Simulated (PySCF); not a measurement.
Computed shifts of a molecule CH5F2NOSi, HF/pcSseg-1 (PySCF), GIAO, gas phase, atoms alike by connectivity averaged where their shifts nearly agree, in ppm (number of nuclei): ¹⁵N: 4.9 (1). ¹³C: 22.2 (1). ²⁹Si: -51.3 (1). ¹⁹F: -119.7 (1), -126.3 (1). ¹H: 2.97 (1), 2.37 (2), 0.56 (1), 0.41 (1). References: ¹⁵N against NH3 (σ = 267.3 ppm); ¹³C against TMS (σ = 192.6 ppm); ²⁹Si against TMS (σ = 393.8 ppm); ¹⁷O against H2O (σ = 333.0 ppm); ¹⁹F against CFCl3 (σ = 238.5 ppm); ¹H against TMS (σ = 31.99 ppm), references at their B3LYP-D3(BJ)/def2-TZVP geometries, non-relativistic. Coordinates come from a PBE0-D3(BJ)/def2-SVP optimisation. One conformer was computed; it need not be the lowest.

Pick the molecule that these values belong to.
A) NC[Si](O)(F)F
B) N[Si@](O)(F)CF
C) CO[Si](N)(F)F
D) CN[Si](O)(F)F

A, NC[Si](O)(F)F
